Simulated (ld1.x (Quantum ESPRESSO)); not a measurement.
# What one change does to a pseudopotential (cobalt, TM)

```json
{
  "Element": "cobalt (Co)",
  "Generator": "ld1.x (Quantum ESPRESSO) 7.5",
  "Type": "norm-conserving Troullier–Martins (Kleinman–Bylander form)",
  "Functional": "PBE",
  "Relativity": "scalar-relativistic",
  "Frozen core": "[Ar]",
  "Valence charge": "9",
  "Reference configuration": "3d6 4s0 4p0 (charge +3)",
  "Partial waves": "4s (bound, empty): rc 2.00 bohr; 4p (bound, empty): rc 1.85 bohr; 3d (bound): rc 1.25 bohr",
  "Local potential": "all-electron potential smoothed inside 1.15 bohr (lloc = -1)",
  "Core correction": "Bessel-smoothed model core, default radius (core density twice the valence density)"
}
```

Change: wave 3d (bound): rc 1.25 bohr becomes 3d (bound): rc 0.86 bohr.

Cutoffs: the cutoffs (Ry, on a coarse ladder) from which the occupation-weighted sum of valence levels, in a spherical-Bessel basis at the reference potential, stays within 10 and 1 mRy of its value at 400 Ry; they do not see the model core or the augmentation charge, which bear on the density cutoff. Errors are all-electron minus pseudo energies relative to the spin-unpolarised reference configuration.

How do hardness, ghosts and transferability respond?

Both files keep a bound ghost (p, s); the errors of the 7 common tests hardly move; the range in which the d phases agree widens (upper end -0.3 → at the end of the scan).

```tsv
quantity	base	changed
cutoff, loose	140 Ry	260 Ry
cutoff, tight	230 Ry	over 300 Ry
bound ghosts	s, p	s, p
error for 3d7 4s2 4p0, meV [ΔE -61.69 eV]	-86	-83
error for 3d7 4s1 4p0, meV [ΔE -52.66 eV]	-150	-150
error for 3d7 4s0 4p0, meV [ΔE -35.87 eV]	-242	-250
error for 3d5 4s0 4p0, meV [ΔE 55.35 eV]	-429	-472
error for 3d7.5 4s1.5 4p0, meV [ΔE -62.65 eV]	-248	-245
error for 3d7 4s0 4p2, meV [ΔE -52.71 eV]	-8590	-8597
error for 3d8 4s0 4p0, meV [ΔE -55.21 eV]	-621	-627
s: phases at 2.19 bohr within 0.05 rad from the reference energy up to (Ry; the scan ends near 5)	2.0	2.0
p: phases at 2.19 bohr within 0.05 rad from the reference energy up to (Ry; the scan ends near 5)	-1.5	-1.5
d: phases at 2.19 bohr within 0.05 rad from the reference energy up to (Ry; the scan ends near 5)	-0.3	to the end of the scan
```

Base: These tests converged, but a pseudo level misses the all-electron one widely, so the file describes the atom poorly there or has found another state: 3d7 4s0 4p2: 3d by 7.2 eV (a node warning on the way). Changed file: These tests converged, but a pseudo level misses the all-electron one widely, so the file describes the atom poorly there or has found another state: 3d7 4s0 4p2: 3d by 7.2 eV (a node warning on the way). A true bound ghost makes a file unfit for plane-wave use even where its test errors are small: the radial tests pick states by their node count and pass the ghost by.
